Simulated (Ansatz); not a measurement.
Consider the formal exchange of groups at a B–Si bond: `N[SiH](F)BCl` + `OCF` → `OC(F)BCl` + `N[SiH2]F`.

Isolated molecules relaxed with PBE0-D4/def2-TZVP in Ansatz; ΔE leaves out vibrations. CCSD(T)/CBS is the MP2 limit (def2-TZVPP, def2-QZVPP) plus CCSD(T) − MP2 in def2-TZVPP, frozen cores. Functionals use def2-TZVPP. One conformer a species, not always the lowest.

| level | ΔE (kJ/mol) |
| --- | --- |
| ωB97M-V | -14.5 |
| MP2/def2-QZVPP | -12.8 |

Q: What does CCSD(T)/CBS give? (Estimate.)

A: The calculation gave: -9.4 kJ/mol. The listed levels differ from it by -5.1, -3.4 kJ/mol.

Largest T1 diagnostic among the species: 0.013.

The D4 term adds +3.3 kJ/mol with B3LYP and +1.9 kJ/mol with PBE0; it sums over pairs of atoms, weighted by their polarisabilities, and B3LYP, whose exchange is more repulsive, gets the larger term.

B3LYP here is the variant with VWN-RPA as its local correlation; programs differ in this.
